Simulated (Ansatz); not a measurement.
`[CH3][SbH2]` + `[OH][GaH2]` → `[GaH2][O][SbH2]` + CH₄ at 700 K and 1 bar (ligand exchange at the Sb–C bond).

Calculated with Ansatz (gas phase, PBE0-D4/def2-TZVP geometries, no zero-point term in ΔE). CCSD(T)/CBS adds triple-zeta CCSD(T) − MP2 to the extrapolated MP2 energy (def2 sets, frozen cores). This one scheme is used for every species. Elements past krypton have def2 core potentials. For Ga, Sb outer-core shells are correlated without core-valence functions, which leaves a few kJ/mol of doubt a bond. Scalar relativity is left out up to krypton.

```csv
species,CCSD(T)/CBS energy (Eh),H − E (kJ/mol),S (J/(mol·K))
`[CH3][SbH2]`,-281.05548,178.7,355.3
`[OH][GaH2]`,-2000.92981,111.5,322.8
`[GaH2][O][SbH2]`,-2241.53579,143.0,440.2
CH₄,-40.46206,145.9,224.0
```

H − E and S are ideal-gas, rigid-rotor, harmonic terms from PBE0-D4/def2-TZVP, for one conformer and one mirror image of each species. 1 Eh = 2625.50 kJ/mol, R = 8.31446 J/(mol·K).

Q: By hand: ΔE, ΔH, ΔS and ΔG.

A: ΔE = (-2241.53579) + (-40.46206) − (-281.05548) − (-2000.92981) = -0.01256 Eh = -33.0 kJ/mol. Δ(H − E) = 143.0 + 145.9 − 178.7 − 111.5 = -1.3, so ΔH = -34.3 kJ/mol. ΔS = 440.2 + 224.0 − 355.3 − 322.8 = -13.9 J/(mol·K). ΔG = -34.3 − 700 × (-13.9)/1000 = -24.6 kJ/mol.

Q: By hand: the equilibrium constant, and the temperature at which ΔG would vanish if ΔH and ΔS stayed fixed.

A: log₁₀ K = −ΔG/(RT ln 10) = 1.8. ΔG = 0 at ΔH/ΔS = 2468 K, though so small a ΔS makes that figure unsure.

The number of gas molecules stays the same, so ΔS is small and ΔH decides. A doubt of 5 kJ/mol in ΔE shifts log₁₀ K by 0.4 here. Other conformers and mirror images would add mixing entropy, several J/(mol·K) or more a flexible species. Modes under 60 cm⁻¹, often nearly free rotors, make the harmonic entropy too high. These are equilibria of isolated gas molecules and say nothing of rates. Largest T1 diagnostic: 0.016 (customary marks: 0.02 for closed shells, 0.045 for open ones).
